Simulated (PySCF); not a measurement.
PySCF 2.14 output of an unrestricted B2PLYP calculation on a single atom or ion in aug-cc-pVDZ-DK (5s4p2d, 27 functions), with scalar relativity by spin-free X2C-1e:

```
SCF conv_tol = 1e-09
number electrons alpha = 10  beta = 6
    A. D. Becke.,  Phys. Rev. A 38, 3098 (1988)
    C. Lee, W. Yang, and R. G. Parr.,  Phys. Rev. B 37, 785 (1988)
    B. Miehlich, A. Savin, H. Stoll, and H. Preuss.,  Chem. Phys. Lett. 157, 200 (1989)
cycle= 1 E= -459.90295293806  delta_E= -0.00207  |g|= 0.00809  |ddm|= 0.144
cycle= 2 E= -459.903005372494  delta_E= -5.24e-05  |g|= 0.00166  |ddm|= 0.0204
cycle= 3 E= -459.903008282999  delta_E= -2.91e-06  |g|= 0.000266  |ddm|= 0.00743
cycle= 4 E= -459.903008340245  delta_E= -5.72e-08  |g|= 4.08e-05  |ddm|= 0.00119
cycle= 5 E= -459.903008342148  delta_E= -1.9e-09  |g|= 2.05e-06  |ddm|= 0.000249
cycle= 6 E= -459.903008342153  delta_E= -4.77e-12  |g|= 2.62e-07  |ddm|= 1.04e-05
converged SCF energy = -459.903008342153  <S^2> = 6.0030735  2S+1 = 5.0012293
```

The run itself started from symmetry-adapted Hartree-Fock orbitals and held the occupation by maximum overlap, on a logarithmic radial grid, so the iterations belong to that start.

Question: Which element, charge and spin multiplicity is this?

Answer: Cl⁺ (chlorine, charge +1), multiplicity 5; the state was [Ne] 3s1 3p4 3d1, one real determinant (an excited configuration). The SCF energy lacks the PT2 part of the double hybrid.

⟨L²⟩ = 8.00 against 12 for a pure F term, so this real determinant mixes terms. The outer electron is Rydberg-like, and this basis confines it to a smaller radius and binds it less than a complete one would.
